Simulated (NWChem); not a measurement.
# Total energies of C₃H₃

```xyz
6

C      0.0000     0.0000     1.2582
C      0.0000     0.0000    -0.1143
C      0.0000     0.0000    -1.3469
H      0.9390     0.0000     1.8192
H     -0.9390     0.0000     1.8192
H      0.0000     0.0000    -2.4204
```
Charge 0, spin multiplicity 2.

The numbers come from NWChem runs, not from measurements. All single points use one geometry, from UB3LYP/def2-SVP, a minimum by its harmonic frequencies.

Basis set: 6-311G** (72 functions).

```json
[
 {"method": "UHF", "total energy (Ha)": "-115.27910"},
 {"method": "UMP2", "total energy (Ha)": "-115.64545"},
 {"method": "UB2PLYP", "total energy (Ha)": "-115.90443"},
 {"method": "UPBE", "total energy (Ha)": "-115.87280"},
 {"method": "UB3LYP", "total energy (Ha)": "-116.03690"},
 {"method": "ULDA (SVWN5)", "total energy (Ha)": "-114.93352"}
]
```

Total energies of different functionals aren't comparable as a measure of quality: only differences taken within one method are. 

The correlated methods keep 3 core orbitals frozen. B3LYP has NWChem's definition, with VWN1-RPA local correlation. The Pople sets run with spherical d functions. The structure started from a generated list of species. The unpaired electrons of the parent sit in orbitals of symmetry b2 (C2v labels of the run); other states weren't searched. No SCF solution was tested for a lower state. Open-shell Hartree-Fock references start from PBE0 orbitals.
